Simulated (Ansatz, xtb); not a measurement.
## Relative energy of two isomers of C3H4BrNSSi

We compare I, `[SiH3]c1scnc1Br`, a singlet, with II, `[SiH3]c1ncsc1Br`, a singlet. Both are isolated molecules in the gas phase, relaxed with PBE0-D3(BJ)/def2-SVP.

I (Å):

```xyz
11

C    -0.3478   -0.7953   -1.5591
C     1.7290   -1.6813   -0.6299
C     0.7876   -0.0182   -1.6584
Br    0.7814    1.6703   -2.4730
N     1.9393   -0.5062   -1.1448
S     0.1065   -2.2493   -0.7491
Si   -2.0804   -0.4174   -2.1604
H    -2.5960    0.8118   -1.4925
H    -2.0769   -0.2228   -3.6386
H    -2.9435   -1.5826   -1.8074
H     2.5054   -2.2833   -0.1522
```

II (Å):

```yaml
atoms:
  - { symbol: C, position_ang: [-0.2314, -0.7110, -1.5877] }
  - { symbol: C, position_ang: [0.9846, -2.3393, -0.7088] }
  - { symbol: C, position_ang: [0.9926, -0.0814, -1.5357] }
  - { symbol: Br, position_ang: [1.3812, 1.6529, -2.0822] }
  - { symbol: N, position_ang: [-0.1990, -1.9982, -1.1077] }
  - { symbol: S, position_ang: [2.2021, -1.1181, -0.8757] }
  - { symbol: Si, position_ang: [-1.8297, 0.0499, -2.2368] }
  - { symbol: H, position_ang: [-2.1792, 1.2641, -1.4405] }
  - { symbol: H, position_ang: [-1.6622, 0.4519, -3.6653] }
  - { symbol: H, position_ang: [-2.9080, -0.9689, -2.1153] }
  - { symbol: H, position_ang: [1.2360, -3.3174, -0.2908] }
```

Energies in hartree; the thermal terms are from GFN2-xTB frequencies at re-optimised GFN2-xTB minima (ideal gas, soft modes damped towards free rotors, one conformer each, 298.15 K, 1 atm) and include the zero-point energy:

```
                               I            II
E, CCSD(T)/def2-SVP  −3429.664372  −3429.655587
    E, MP2/def2-SVP  −3429.585925  −3429.576294
  E, MP2/def2-TZVPP  −3430.569883  −3430.559434
  zero-point energy      0.057941      0.057706
       H(298 K) − E      0.067174      0.066978
       G(298 K) − E      0.023249      0.022950
```

Correct the CCSD(T) difference for the basis set by the MP2 change, then work out ΔE, ΔE₀, ΔH and ΔG for I → II in kJ/mol (1 Eh = 2625.50 kJ/mol) and the equilibrium ratio [II]/[I].

1. Differences II − I: CCSD(T) +0.008785, MP2 in the small set +0.009631, MP2 in the large set +0.010449 Eh.
2. ΔE = +0.008785 + (+0.010449 − (+0.009631)) = +0.009603 Eh = +25.21 kJ/mol.
3. ΔE₀ = ΔE + ΔZPE = +0.009603 + (−0.000235) Eh = +24.60 kJ/mol.
4. ΔH = ΔE + (−0.000196) Eh = +24.70 kJ/mol.
5. ΔG = ΔE + (−0.000299) Eh = +24.43 kJ/mol, so ΔS = (ΔH − ΔG)/T = +0.9 J/(mol K).
6. kT = 0.9442 mEh, so K = [II]/[I] = exp(−ΔG/kT) = exp(−9.85) ≈ 5.3 × 10^−5.

Structure I is favoured at this temperature. An error of 4 kJ/mol in ΔG would change K by a factor of 5. Mirror images and further conformers aren't counted.

As drawn, both hold the same kinds of bond in the same numbers.

Other levels gave ΔE = +12.8 (GFN2-xTB); +10.9 (HF/STO-3G, GFN2-xTB geometries); +26.1 (r2SCAN-D4/def2-SVP, GFN2-xTB geometries); +25.2 (PBE0-D3(BJ)/def2-SVP); +25.9 (HF/def2-SVP); +25.3 (MP2/def2-SVP); +23.1 (CCSD(T)/def2-SVP) kJ/mol. The correlated steps freeze 23 core orbitals; the filled d shell of Br is correlated, in a basis made for valence electrons. Programs: Ansatz 0.2.0, xtb 6.7.1.
